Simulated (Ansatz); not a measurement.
Mulliken charges of `[OH][Hf]([OH])([OH])[Br]` from B3LYP/def2-TZVPP in Ansatz (PBE0-D4/def2-TZVP geometry).

```csv
atom,x (Å),y (Å),z (Å),charge (e)
O1,1.142,0.190,1.426,-0.432
Hf2,0.200,0.013,-0.231,1.086
O3,-0.708,-1.671,-0.286,-0.432
O4,-1.062,1.440,-0.417,-0.432
Br5,1.864,0.122,-2.146,-0.331
H6,1.507,-0.037,2.275,0.180
H7,-1.411,-2.304,-0.388,0.180
H8,-1.532,2.247,-0.234,0.180
```

Task: By hand: the dipole of these point charges (1 e Å = 4.8032 D).

Result: Σ q r = (-0.387, -0.025, 0.445) e Å, of length 0.590 e Å = 2.83 D.

Task: How does the dipole of the full density compare? (Best estimate.)

Result: Computed: (-0.523, -0.034, 0.602) e Å, 3.83 D; the point charges give 0.74 times that, at 0° from its direction.

Point charges leave out the atoms' own dipoles, such as those of lone pairs, and Mulliken's split depends on the basis, so the two needn't agree.

B3LYP here is the variant with VWN-RPA as its local correlation; programs differ in this.
